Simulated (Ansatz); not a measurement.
Cost and result for the atomization energy of AlFH7NSi2 (`[NH2][AlH][SiH](F)[SiH3]`) (12 atoms, 11 bonds).

```csv
atom,x (Å),y (Å),z (Å)
N1,-0.001,-2.499,1.432
Al2,0.151,-1.688,-0.129
Si3,0.863,0.667,-0.063
F4,1.199,1.080,1.470
Si5,-0.739,2.157,-0.916
H6,-0.291,-3.454,1.568
H7,0.205,-2.066,2.318
H8,-0.202,-2.490,-1.450
H9,2.111,0.898,-0.853
H10,-0.297,3.576,-0.844
H11,-0.969,1.796,-2.344
H12,-2.031,2.023,-0.189
```

The species carries charge 0 and has multiplicity 1. The geometry is a stationary point of PBE0-D4/def2-TZVP. It is one conformer, not always the lowest. Program: Ansatz. All runs use 4 threads of an Arm Neoverse V1 on a shared host. Times are those of one run each, without the atoms' runs, and a repeat can differ threefold. Electronic energies, without spin–orbit coupling; frozen cores. CCSD(T)/CBS adds CCSD(T) − MP2 in def2-TZVPP to the MP2 limit, and its time is that of the two runs behind it. T1 = 0.013. B3LYP takes the VWN-RPA correlation (the form of Gaussian; ORCA's B3LYP/G).

CCSD(T)/CBS is a level of theory with its own doubt, some kJ/mol a heavy atom from the limit and from the frozen cores, so smaller differences don't rank the functionals.

```json
{"level": "PBE-D4/def2-TZVPP (with forces)", "functions": "286", "wall time": "3.3 s", "atomization (kJ/mol)": "3757.3", "difference from CCSD(T)/CBS": "-16.0", "per bond": "-1.5"}
{"level": "PBE0-D4/def2-TZVPP", "functions": "286", "wall time": "4.2 s", "atomization (kJ/mol)": "3712.1", "difference from CCSD(T)/CBS": "-61.2", "per bond": "-5.6"}
{"level": "r2SCAN-D4/def2-TZVPP (with forces)", "functions": "286", "wall time": "6 s", "atomization (kJ/mol)": "3756.1", "difference from CCSD(T)/CBS": "-17.2", "per bond": "-1.6"}
{"level": "B3LYP-D4/def2-TZVPP (with forces)", "functions": "286", "wall time": "7 s", "atomization (kJ/mol)": "3758.6", "difference from CCSD(T)/CBS": "-14.7", "per bond": "-1.3"}
{"level": "B2PLYP/def2-TZVPP", "functions": "286", "wall time": "7 s", "atomization (kJ/mol)": "3707.4", "difference from CCSD(T)/CBS": "-65.9", "per bond": "-6.0"}
{"level": "ωB97X-V/def2-TZVPP", "functions": "286", "wall time": "10 s", "atomization (kJ/mol)": "3794.8", "difference from CCSD(T)/CBS": "21.5", "per bond": "2.0"}
{"level": "ωB97M-V/def2-TZVPP (with forces)", "functions": "286", "wall time": "15 s", "atomization (kJ/mol)": "3761.6", "difference from CCSD(T)/CBS": "-11.7", "per bond": "-1.1"}
{"level": "MP2/def2-QZVPP", "functions": "534", "wall time": "29 s", "atomization (kJ/mol)": "3741.3", "difference from CCSD(T)/CBS": "-32.0", "per bond": "-2.9"}
{"level": "CCSD(T)/def2-TZVPP", "functions": "286", "wall time": "3.9 min", "atomization (kJ/mol)": "3656.7", "difference from CCSD(T)/CBS": "-116.6", "per bond": "-10.6"}
{"level": "CCSD(T)/CBS(def2)", "functions": "–", "wall time": "4.4 min", "atomization (kJ/mol)": "3773.3", "difference from CCSD(T)/CBS": "0.0", "per bond": "0.0"}
```

The D4 term adds +40.9 kJ/mol with B3LYP and +21.9 kJ/mol with PBE0; it sums over pairs of atoms, weighted by their polarisabilities, and B3LYP, whose exchange is more repulsive, gets the larger term. From PBE to PBE0 (25 % exact exchange), in def2-TZVPP and without D4, the atomization energy moves by −41.8 kJ/mol: exact exchange takes away binding that semilocal exchange gives to molecules. In def2-TZVPP, CCSD(T) changes the Hartree–Fock value by +901.3 kJ/mol (the triples alone add +44.0 kJ/mol) and MP2 by +915.4 kJ/mol; breaking electron pairs costs correlation energy, which Hartree–Fock lacks.
